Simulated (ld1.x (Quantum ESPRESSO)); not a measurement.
## How hard is this Tl (Z = 81) TM potential?

thallium (Tl), norm-conserving Troullier–Martins (Kleinman–Bylander form), made with ld1.x (Quantum ESPRESSO) 7.5 (PBEsol, scalar-relativistic). Core [Xe] 4f14 5d10, reference 6s2 6p1. Waves: 6s (bound): rc 2.10 bohr; 6p (bound): rc 3.25 bohr; 6d channel at 0.35 Ry: rc 3.10 bohr. Local part: all-electron potential smoothed inside 1.85 bohr (lloc = -2). Core correction: Bessel-smoothed model core, default radius (core density twice the valence density).

The pseudo-atom Hamiltonian at the reference potential is diagonalised in spherical Bessel functions j_l(qr) that vanish at 20 bohr, with q² up to the cutoff. All-electron valence levels (Ry): 6s -0.7053, 6p -0.1735.

How do the lowest levels (Ry) of each channel move with the cutoff, and are there ghosts?

```json
{"cutoff (Ry)": "8", "s #1": "-0.6922", "s #2": "-0.0272", "p #1": "-0.1730", "p #2": "0.0260", "d #1": "0.0462", "f #1": "0.0990", "f #2": "0.2228", "Σ f·Δε (mRy)": "26.7"}
{"cutoff (Ry)": "10", "s #1": "-0.6984", "s #2": "-0.0274", "p #1": "-0.1734", "p #2": "0.0260", "d #1": "0.0461", "f #1": "0.0990", "f #2": "0.2228", "Σ f·Δε (mRy)": "14.0"}
{"cutoff (Ry)": "15", "s #1": "-0.6996", "s #2": "-0.0275", "p #1": "-0.1734", "p #2": "0.0260", "d #1": "0.0460", "f #1": "0.0990", "f #2": "0.2228", "Σ f·Δε (mRy)": "11.5"}
{"cutoff (Ry)": "18", "s #1": "-0.7015", "s #2": "-0.0277", "p #1": "-0.1735", "p #2": "0.0260", "d #1": "0.0460", "f #1": "0.0990", "f #2": "0.2228", "Σ f·Δε (mRy)": "7.7"}
{"cutoff (Ry)": "21", "s #1": "-0.7032", "s #2": "-0.0279", "p #1": "-0.1735", "p #2": "0.0259", "d #1": "0.0460", "f #1": "0.0990", "f #2": "0.2228", "Σ f·Δε (mRy)": "4.3"}
{"cutoff (Ry)": "25", "s #1": "-0.7044", "s #2": "-0.0280", "p #1": "-0.1735", "p #2": "0.0259", "d #1": "0.0460", "f #1": "0.0990", "f #2": "0.2228", "Σ f·Δε (mRy)": "1.8"}
{"cutoff (Ry)": "35", "s #1": "-0.7050", "s #2": "-0.0281", "p #1": "-0.1735", "p #2": "0.0259", "d #1": "0.0460", "f #1": "0.0990", "f #2": "0.2228", "Σ f·Δε (mRy)": "0.5"}
{"cutoff (Ry)": "40", "s #1": "-0.7051", "s #2": "-0.0281", "p #1": "-0.1735", "p #2": "0.0259", "d #1": "0.0460", "f #1": "0.0990", "f #2": "0.2228", "Σ f·Δε (mRy)": "0.4"}
{"cutoff (Ry)": "400", "s #1": "-0.7053", "s #2": "-0.0281", "p #1": "-0.1735", "p #2": "0.0259", "d #1": "0.0460", "f #1": "0.0990", "f #2": "0.2228", "Σ f·Δε (mRy)": "0.0"}
```

Result: no extra level below or beside the all-electron valence levels (s, p, d, f tested); 10 mRy is reached at 18 Ry and 1 mRy at 30 Ry.

Its largest configuration-test error is -416 meV.
